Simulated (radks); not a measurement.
Q: Valence configurations of Sr I (all share [Kr]). Calculated with a radial shooting solver on a logarithmic mesh with Libxc functionals: Dirac Kohn-Sham, PBE, spin-unpolarised, spherical densities, finite nucleus; open shells fill j = l - 1/2 first; Fermi nuclear charge, rms radius 4.224 fm. Order these by energy: 4d1 5p1; 5s2; 5s1.5 5p0.5; 5p2; 4d1 5s1; 4d0.5 5p1.5; 4d0.5 5s1.5; 4d2; 5s1 5p1.

A: From the lowest, in eV above it: 5s2 0.000; 5s1.5 5p0.5 1.113; 4d0.5 5s1.5 1.134; 5s1 5p1 2.252; 4d1 5s1 2.303; 4d1 5p1 4.368; 4d0.5 5p1.5 4.388; 5p2 4.605; 4d2 4.682. NIST lists [Kr] 5s2 as the ground configuration; this level of theory agrees among the configurations tried. The energies are those of spherical spin-averaged densities, not of single terms.
